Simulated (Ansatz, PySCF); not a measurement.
This PySCF input computes a CAM-B3LYP/def2-TZVPD energy:

```python
from pyscf import gto, scf, dft

mol = gto.M(
    atom='''
    F     1.30692992   -1.08527908   -0.09684270
    Ge    0.00000000   -0.00000000    0.00000000
    F     0.58607499    1.59724028   -0.02479112
    F    -1.03892309   -0.24358389   -1.32536060
    F    -0.85408183   -0.26837731    1.44699442
    ''',
    basis='def2-tzvpd',
    charge=0,
    spin=0,
    verbose=4,
)

mf = dft.RKS(mol, xc='camb3lyp').density_fit(auxbasis='def2-universal-jkfit')
mf.grids.level = 3
mf.conv_tol = 1e-9
mf.max_cycle = 100
mf.max_memory = 1500
mf.kernel()
if not mf.converged:
    mf = mf.newton()
    mf.kernel(mf.make_rdm1())
mf.analyze()
```

Write an input for the same energy in Ansatz (a quantum-chemistry and plane-wave program) and say what it gives.


Ansatz 0.2 input:
```yaml
crystal:
  periodic: [false, false, false]
  atoms:
    - {symbol: F, position_ang: [1.30692992, -1.08527908, -0.09684270]}
    - {symbol: Ge, position_ang: [0.00000000, -0.00000000, 0.00000000]}
    - {symbol: F, position_ang: [0.58607499, 1.59724028, -0.02479112]}
    - {symbol: F, position_ang: [-1.03892309, -0.24358389, -1.32536060]}
    - {symbol: F, position_ang: [-0.85408183, -0.26837731, 1.44699442]}
basis:
  gaussian:
    orbitals: def2-TZVPD
hamiltonian:
  xc: {name: CAM-B3LYP}
output: {forces: true}
```
It gives -2476.75547 Eh, and PySCF -2476.75556 Eh, a difference of 0.09 mEh, from the treatment of integrals and grids.
